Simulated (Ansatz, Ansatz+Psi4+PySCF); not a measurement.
```yaml
atoms:
  - { symbol: Be, position_ang: [0.0000, 0.0000, -1.0708] }
  - { symbol: O, position_ang: [0.0000, 0.0000, 0.5354] }
```

Basis set: cc-pCVTZ on Be; cc-pVTZ on O (spherical functions). Frozen core: 1 orbital. Charge 0, multiplicity 1.

Computed with Ansatz (development build ahead of 0.2.0); each method stands on the lowest determinant of its kind that the runs found. Restricted open shells among the atoms or ions are ROHF, correlated in semicanonical orbitals with singles.

Give the atomization energy at this shape (free ground-state atoms in the same class of orbitals less the molecule, no zero-point energy) of singlet BeO by RHF-CCSD(T), RHF-CCSD, RHF-MP2.

```tsv
method	atomization energy
RHF-CCSD(T)	320.7 kJ/mol
RHF-CCSD	264.1 kJ/mol
RHF-MP2	407.3 kJ/mol
```

Caution: large amplitudes, a single reference is doubtful; stretched shape with no unrestricted run beside it, a lower state can exist; the shape is not the minimum; unrestricted orbitals would lower the determinant.
